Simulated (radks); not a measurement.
Task: Coherent X-ray form factor from a spherical all-electron density. Calculated with a radial shooting solver on a logarithmic mesh with Libxc functionals: Dirac Kohn-Sham, BLYP, spin-unpolarised, spherical densities, finite nucleus; Fermi nuclear charge, rms radius of each element as measured or else 0.836 A^(1/3) + 0.57 fm.

sin(theta)/lambda (1/angstrom)  f0 (electrons)
0.05                                    39.907
0.1                                     39.631
0.15                                    39.179
0.2                                     38.561
0.25                                    37.793
0.3                                     36.893
0.4                                     34.777
0.5                                     32.388
0.6                                     29.898
0.8                                     25.171
1                                       21.304
1.25                                    17.809
1.5                                     15.327
2                                       11.541

The species is in the configuration that NIST lists as its ground one. Which atom or ion scatters so?

Result: The gadolinium ion Gd24+, [Kr] 4d4. Extrapolating in s^2 from the first two rows gives f0(0) = 40.0, near the electron count 40; among species with that count, the fall with angle is slower the higher Z, and the table is that of Z = 64; from so few rows the species is fixed only to a neighbour or two.
